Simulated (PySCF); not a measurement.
Constitutional and geometric isomers with formula C2H6N2. Gas-phase values, no solvent. One relaxed conformer stands for each flexible species; it need not be the lowest. Strings in code marks are SMILES.

These are TPSSh-D3(BJ)/def2-TZVP // B3LYP-D3(BJ)/def2-TZVP (PySCF 2.14.0) values and carry that method's errors. Excitations are Tamm–Dancoff values on a coarser integration grid. The basis has no diffuse functions, so Rydberg states are missing or too high.

```tsv
species	HOMO–LUMO gap (eV)	T1 excitation (TDA) (eV)	HOMO (eV)	S1 oscillator strength
`C(/C)(=N\[H])N`	6.60	[?]	[?]	0.008
`C(=N\C)/N`	6.39	[?]	-5.95	0.001
`C/N=C\N`	6.50	4.71	[?]	0.004
`C=NCN`	[?]	[?]	-6.17	[?]
`C=C(N)N`	5.79	4.31	-5.02	0.011
`N(/[H])=C/NC` (C–N–C–N torsion 6°)	6.60	4.85	-6.00	0.000
`N1CNC1`	6.24	5.42	-5.29	0.014
```

Some entries are withheld; supply them.


- `C(/C)(=N\[H])N`, T1 excitation (TDA) (eV): 4.94
- `C(/C)(=N\[H])N`, HOMO (eV): -6.22
- `C(=N\C)/N`, T1 excitation (TDA) (eV): 4.61
- `C/N=C\N`, HOMO (eV): -6.06
- `C=NCN`, HOMO–LUMO gap (eV): 5.31
- `C=NCN`, T1 excitation (TDA) (eV): 4.21
- `C=NCN`, S1 oscillator strength: 0.005
